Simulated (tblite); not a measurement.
Compound: C3H5F2Si (doublet state).
SMILES with atom numbers: `[F:1][CH2:2]/[C:3]([F:4])=[CH:5]/[SiH2:6]` (hydrogens: H7, H8 on C2; H9 on C5; H10, H11 on Si6)

Geometry (GFN2-xTB, Å), atoms numbered from 1 in this order:
```
atom  x, y, z in Å
F1    -2.137    1.326   -0.472
C2    -1.890    0.017   -0.096
C3    -0.439   -0.306   -0.205
F4    -0.183   -1.379   -1.013
C5     0.595    0.347    0.371
Si6    2.350   -0.067    0.126
H7    -2.261   -0.068    0.934
H8    -2.473   -0.624   -0.764
H9     0.330    1.187    0.996
H10    2.771   -1.161   -0.720
H11    3.342    0.730    0.818
```

Structure optimised with GFN2-xTB, isolated species. This method treats the open shell by occupation alone, without spin polarisation.

Take the most abundant isotopes and a rigid rotor. The values belong to one conformer with, in the numbering `[F:1][CH2:2]/[C:3]([F:4])=[CH:5]/[SiH2:6]`, F1–C2–C3–F4 -123°.

(1) Give the principal moments of inertia and the rotational constants in MHz.

(2) Classify the top.

(3) What does the inertial defect say?

(4) Give the other two planar moments, Paa and Pbb, and the rms extents of the mass along the axes.

(5) Estimate the classical rotational partition function at 25 K, 100 K and 200 K.

Answers

(1) Ia = 88.29, Ib = 344.51, Ic = 413.22 u·Å²; 505379 MHz·u·Å²/I gives A = 5724, B = 1467, C = 1223 MHz.

(2) An asymmetric top: κ = (2 × 1467 − 5724 − 1223)/(5724 − 1223) = -0.89.

(3) Not planar: Δ = Ic − Ia − Ib = -19.58 u·Å². For a rigid frame Δ = −2 Σ m c², so Σ m c² = 9.79 u·Å² lies off the ab plane: 2.71 from hydrogen and 7.08 from heavier atoms. The atom farthest from that plane is 1.45 Å away.

(4) Paa = Σ m a² = (Ib + Ic − Ia)/2 = 334.72 and Pbb = Σ m b² = (Ia + Ic − Ib)/2 = 78.50 u·Å². With the mass M = 107.01 u, the rms extents √(P/M) along a, b and c are 1.77, 0.86, 0.30 Å.

(5) Point group C1, symmetry number σ = 1; q = (√π/σ)·√((kT/h)³/(ABC)), k/h = 20836.6 MHz/K: 6580 at 25 K, 52600 at 100 K, 149000 at 200 K.

For this open shell read J as N, the rotation without spin; fine and hyperfine splittings come on top. Its lowest GFN2-xTB frequency is 18i cm⁻¹, too small to tell a flat minimum from a shallow saddle. No vibrational averaging or centrifugal distortion is included, and the geometry carries the error of its method.

These are computed values.
